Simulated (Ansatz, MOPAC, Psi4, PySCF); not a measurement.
Lewis adduct: BH3 (SMILES B) (first 4 atoms) with H2O (SMILES O); geometry from B3LYP-D3(BJ)/def2-TZVP, rigid monomers moved along the line of their centres of mass till B1···O5 is 1.56 Å.
(charge 0, multiplicity 1):
```xyz
7

B      0.211     0.249     0.790
H      0.617    -0.767     0.287
H     -0.853     0.637     0.394
H      1.037     1.091     1.006
O     -0.152    -0.193     2.237
H     -0.806    -0.903     2.193
H      0.638    -0.556     2.660
```

Monomers are frozen at their geometry in the pair; levels with a basis set take the counterpoise correction. Rows marked so take none.

Frozen-core correlation. Rows in 3-21G carry no dispersion term and start afresh at each structure. The state reached by PM3 isn't checked.

Codes used: Ansatz (an electronic-structure program); MOPAC for PM3 (differences of heats of formation); Psi4 for SAPT; PySCF for 3-21G rows, the dispersion terms. Values without a source in brackets are computed.

```
level                          interaction energy (kcal/mol)
-----------------------------  -----------------------------
PM3                                                   -48.57
B3LYP/3-21G (no counterpoise)                         -39.16
B3LYP-D4/def2-TZVPPD                                  -18.52
PBE0-D4/def2-TZVPPD                                   -22.73
MP2/aug-cc-pVDZ                                       -14.25
CCSD/aug-cc-pVDZ                                      -12.66
CCSD/aug-cc-pVTZ                                  (withheld)
CCSD(T)/aug-cc-pVTZ                                   -18.36
SAPT0/jun-cc-pV(D+d)Z                             (withheld)
```

Question: Complete the blanks.

Answer: 
- CCSD/aug-cc-pVTZ, interaction energy (kcal/mol): -17.42
- SAPT0/jun-cc-pV(D+d)Z, interaction energy (kcal/mol): -20.09
